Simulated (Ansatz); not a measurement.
Reaction (ligand exchange at the Si–N bond): `N[Si@H](F)N[Si@@H](N)Cl` + CH₃SH → `CS[SiH](N)Cl` + `N[SiH](N)F`

Computed with Ansatz on PBE0-D4/def2-TZVP structures; ΔE is electronic, products minus reactants. CCSD(T)/CBS is the MP2 limit (def2-TZVPP, def2-QZVPP) plus CCSD(T) − MP2 in def2-TZVPP, frozen cores. This one scheme is used for every species. DFT in def2-TZVPP. B3LYP here is the variant with VWN-RPA as its local correlation; programs differ in this. One conformer a species, not always the lowest.

```
             level  ΔE (kJ/mol)  difference from CCSD(T)/CBS
         r2SCAN-D4          6.5                         -2.8
           PBE0-D4          3.8                         -5.5
            r2SCAN          5.8                         -3.5
              PBE0          3.1                         -6.2
             B3LYP         10.1                          0.8
     HF/def2-TZVPP         21.7                         12.4
SCS-MP2/def2-TZVPP         13.6                          4.3
   CCSD/def2-TZVPP         16.4                          7.1
     MP2/CBS(def2)          4.5                         -4.8
    CCSD/CBS(def2)         11.6                          2.3
       CCSD(T)/CBS          9.3                            0
```

Largest T1 diagnostic among the species: 0.010.

From PBE to PBE0 (25 % exact exchange), in def2-TZVPP and without D4, ΔE moves by +3.8 kJ/mol. In def2-TZVPP, CCSD(T) changes the Hartree–Fock value by −7.7 kJ/mol (the triples alone add −2.3 kJ/mol) and MP2 by −12.5 kJ/mol.
